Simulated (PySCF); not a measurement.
SMILES [CH3][Sn]([SeH])([SeH])[SeH], PBE0/def2-SVP optimised geometry.

```
11

C      0.97    -1.64     0.42
Sn     0.32     0.36     0.00
Se     1.38     1.04    -2.22
Se    -2.23     0.36     0.00
Se     0.98     2.09     1.76
H      0.59    -2.32    -0.36
H      2.07    -1.66     0.43
H      0.58    -1.94     1.40
H      0.82     2.40    -2.14
H     -2.28     1.83     0.00
H      2.28     2.32     1.10
```

Density from PySCF 2.14.0 with PBE0/def2-TZVP, def2 effective core potentials past Kr at that geometry. The core electrons that the potentials of Sn replace are not part of the density.

Minimum of the electron density along straight lines between bonded atoms, close to the bond critical point (lines longer than 1.1 times the sum of covalent radii, or with two minima, are not listed):

| bond | length / Å | ρ at the minimum / e bohr⁻³ | ∇²ρ there / e bohr⁻⁵ | position (fraction from the first atom) |
|---|---|---|---|---|
| C1–Sn2 | 2.145 | 0.106 | 0.10 | 0.49 |
| Sn2–Se3 | 2.552 | 0.074 | 0.05 | 0.47 |
| Sn2–Se4 | 2.547 | 0.075 | 0.05 | 0.47 |
| Sn2–Se5 | 2.551 | 0.075 | 0.05 | 0.47 |
| C1–H6 | 1.099 | 0.270 | -0.89 | 0.65 |
| C1–H7 | 1.099 | 0.270 | -0.90 | 0.65 |
| C1–H8 | 1.098 | 0.270 | -0.90 | 0.65 |
| Se3–H9 | 1.471 | 0.174 | -0.31 | 0.63 |
| Se4–H10 | 1.471 | 0.174 | -0.31 | 0.63 |
| Se5–H11 | 1.472 | 0.173 | -0.31 | 0.63 |
